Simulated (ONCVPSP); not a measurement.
# Plane-wave convergence, ONCV potential for nitrogen

| Quantity | Value |
| --- | --- |
| Element | nitrogen |
| Generator | ONCVPSP 4.0.1 |
| Type | optimised norm-conserving Vanderbilt (ONCV) |
| Functional | LDA (Perdew-Wang 92) |
| Relativity | scalar-relativistic |
| Frozen core | [He] |
| Valence charge | 5 |
| Reference configuration | 2s2 2p3 |
| Partial waves | 2s: rc 0.90 bohr, ncon 4, nbas 9, qcut 9.3 1/bohr, local; 2p: rc 2.35 bohr, ncon 4, nbas 7, qcut 5.7 1/bohr, 3 projectors, debl 0.6 Ha; d scattering state at 0.34 Ha: rc 2.05 bohr, ncon 5, nbas 9, qcut 5.2 1/bohr, 2 projectors, debl 1.8 Ha |
| Local potential | the s channel |
| Core correction | Teter function, fcfact 4.25, rcfact 1.82 |

Problem. For each optimised wave give the share of its norm inside rc, the residual kinetic energy above qcut (Ha) and the cutoffs (Ha) for errors of 10, 1, 0.1 and 0.01 mHa per electron.

Solution.

```json
{"wave": "2s", "norm inside rc": "0.248", "residual KE": "3.1e-05", "10 mHa": "21.0", "1 mHa": "31.2", "0.1 mHa": "39.1", "0.01 mHa": "64.8"}
{"wave": "2p", "norm inside rc": "0.863", "residual KE": "4.3e-06", "10 mHa": "9.3", "1 mHa": "11.9", "0.1 mHa": "13.8", "0.01 mHa": "16.1"}
{"wave": "p projector 2", "norm inside rc": "0.167", "residual KE": "1.7e-05", "10 mHa": "9.2", "1 mHa": "12.3", "0.1 mHa": "14.6", "0.01 mHa": "17.7"}
{"wave": "p projector 3", "norm inside rc": "0.186", "residual KE": "6.8e-05", "10 mHa": "10.3", "1 mHa": "13.3", "0.1 mHa": "16.0", "0.01 mHa": "22.2"}
{"wave": "d projector 1", "norm inside rc": "0.056", "residual KE": "6.5e-06", "10 mHa": "1.8", "1 mHa": "5.2", "0.1 mHa": "9.2", "0.01 mHa": "12.9"}
{"wave": "d projector 2", "norm inside rc": "0.373", "residual KE": "1.6e-03", "10 mHa": "10.1", "1 mHa": "14.1", "0.1 mHa": "26.9", "0.01 mHa": "74.0"}
```

The occupied waves need 31 Ha and 39 Ha for 1 and 0.1 mHa. Its largest configuration-test error is +3211 meV.
